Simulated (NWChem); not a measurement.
# C$_{2}$H$_{2}$F, doublet; SMILES C(F)=[CH]

Program: NWChem. Spin-unrestricted. In the optimisation the excess spin sits in a' (Cs, its own frame). The geometry was optimised at PBE0/def2-SVP, spin-unrestricted. No stability test was run on the SCF state. COSMO at M06-2X/def2-SVP, default radii, gas-phase geometry; f = (ε − 1)/ε scales the surface charges.

```
row            f  electrostatic solvation energy (kcal/mol)
--------  ------  -----------------------------------------
ε = 1.5   0.3333                                      -0.74
ε = 3.9   0.7436                                      -1.72
ε = 4.8   0.7917                                   withheld
ε = 7.6   0.8684                                      -2.04
ε = 11.7  0.9145                                      -2.16
```

Task: Fit a straight line of the last column on the one before it, predict the withheld value, and compare with the run.

Result: 
1. Means of the 4 shown rows: x = 0.71495, y = -1.665. Slope Σ(x − x̄)(y − ȳ)/Σ(x − x̄)² = -0.5109/0.2098 = -2.435; intercept 0.076.
2. The shown rows scatter about the line by 0.009 (root mean square); the largest residual is +0.01, at ε = 3.9.
3. At x = 0.7917 (ε = 4.8; inside the shown range) the line gives -1.85.
4. The run gives -1.84, +0.01 from the line.
